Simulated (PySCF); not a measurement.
The multiplicity is imposed and other spin states were not computed.

Cartesian coordinates (Å):
```xyz
13

Pt    -0.3052    -0.0203     0.1907
O     -1.2203    -2.8305     1.1451
C     -0.8249    -1.8145     0.7601
O     -2.0385     1.1455    -2.1223
C     -1.3198     0.7137    -1.3266
O     -0.0640     1.8743     2.6395
C     -0.0884     1.1838     1.7124
C      2.0611     0.3884    -0.6163
C      1.7379    -0.8750    -1.0393
H      1.9276     1.2588    -1.2673
H      2.6089     0.5498     0.3183
H      2.0190    -1.7572    -0.4543
H      1.3362    -1.0548    -2.0420
```
Charge 0, spin multiplicity 1.

Problem. Estimate the HOMO, HOMO–LUMO gap, dipole moment, LUMO and charge on the central atom (Mulliken) that TPSSh-D3(BJ)/def2-TZVP // TPSS-D3(BJ)/def2-SVP in PySCF returns for this input.

Solution. 
The HOMO comes out as -6.49 eV and the HOMO–LUMO gap is 4.54 eV. The dipole moment is 0.574 e·Å, the LUMO comes out as -1.95 eV and the charge on the central atom (Mulliken) comes out as 0.45 e.
